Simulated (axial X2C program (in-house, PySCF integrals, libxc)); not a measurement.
GeS⁻: bond constants with and without spin–orbit coupling

All values were computed with an axial X2C code built on PySCF integrals. Spin-free means the one-electron spin-free X2C Hamiltonian; two-component (2c) means X2C with spin–orbit coupling and atomic mean-field two-electron Coulomb and Gaunt terms, so the difference of the two also holds small scalar two-electron terms. Basis: Ge dyall-acv3z [10s10p8d5f1g], S dyall-av3z [9s8p3d2f] (cores contracted in-house); Gaussian nuclei, density fitting, unrestricted open shells. Masses: Ge 73.921 u, S 31.972 u.

State, spin-free: M_S = 1/2, Λ = 1 (beyond evenly filled blocks: π+α); electrons by block: σα: 12, σβ: 12, π+α: 6, π+β: 5, π-α: 5, π-β: 5, δ+α: 1, δ+β: 1, δ-α: 1, δ-β: 1. Fragments: Ge + S-.

State, 2c: Ω = 1/2 (⟨Sz⟩ = -0.50, ⟨Lz⟩ = 1.00 at PBE0); electrons by block: 1/2: 18, -1/2: 17, 3/2: 6, -3/2: 6, 5/2: 1, -5/2: 1. Fragments: Ge + S-.

| Hamiltonian | level | Re (Å) | ωe (cm⁻¹) | ωexe (cm⁻¹) | αe (cm⁻¹) | De (eV) | D0 (eV) | k (mdyn/Å) | μ (D) |
| --- | --- | --- | --- | --- | --- | --- | --- | --- | --- |
| spin-free | PBE0 | 2.111 | 474.4 | 1.42 | 0.000745 | 4.17 | 4.14 | 2.96 | -1.90 |
| spin-free | HF | 2.108 | 491.6 | 1.43 | 0.00071 | 2.54 | 2.51 | 3.18 | -2.57 |
| spin-free | MP2 | 2.123 | 475.1 | 1.32 | 0.000724 | 4.23 | 4.21 | 2.97 | n/a |
| spin-free | CCSD | 2.124 | 474.8 | 1.37 | 0.000728 | 3.89 | 3.86 | 2.96 | n/a |
| spin-free | CCSD(T) | 2.135 | 461.9 | 1.33 | 0.000746 | 4.09 | 4.06 | 2.81 | n/a |
| spin-free | PBE50 | 2.092 | 498.3 | 1.4 | 0.00072 | 4.01 | 3.98 | 3.27 | -2.16 |
| 2c | PBE0 | 2.113 | 473.5 | 1.41 | 0.000743 | n/a | n/a | 2.95 | -1.98 |
| 2c | HF | 2.110 | 490.7 | 1.42 | 0.00071 | n/a | n/a | 3.17 | -2.65 |
| 2c | MP2 | 2.125 | 474.2 | 1.34 | 0.000721 | n/a | n/a | 2.96 | n/a |
| 2c | CCSD | 2.126 | 473.9 | 1.38 | 0.000726 | n/a | n/a | 2.95 | n/a |
| 2c | CCSD(T) | 2.137 | 461.2 | 1.37 | 0.000746 | n/a | n/a | 2.8 | n/a |
| 2c | PBE50 | 2.094 | 497.4 | 1.4 | 0.000719 | n/a | n/a | 3.25 | -2.23 |

Correlated methods: 11 electrons correlated (number of frozen shells: Ge 3 s, 2 p, 1 d; S 2 s, 1 p), 265 virtual spin orbitals or spinors in MP2, 90 natural virtuals in coupled cluster.

Dipoles are positive if S is the positive end and refer to the centre of mass.

One determinant describes the state; a PBE0 search over occupations chose it and may have missed a lower one. De is counted from the lowest determinant-based energies of the atoms at the same level, without counterpoise correction. De is not given where an atomic determinant may have missed its ground term or J level, or where the truncated virtual space spoils (T). Density functionals use the spin component along the axis (collinear). CCSD and (T) use frozen natural virtuals with an MP2 correction for the truncation; (T) itself is uncorrected, so its De runs slightly low. Without a current term, density functionals place determinants with orbital angular momentum somewhat too high. Some points did not converge and are left out. The highest occupied level of some functionals is positive through self-interaction error; at Hartree–Fock it is bound. With the outer-core shells frozen, correlated bond lengths of heavy atoms tend to come out a few hundredths of an ångström too long. Hartree–Fock gets electron affinities wrong, so its lowest charge split need not be the true one.

Rough cost a point (2c) on 1 thread(s) of a shared host, integrals apart: PBE0 0.7 s, HF 1.4 s, CCSD(T) 6 s, PBE50 0.8 s.

The whole task took 2.8 min on 1 thread of Arm Neoverse V1 (shared host).
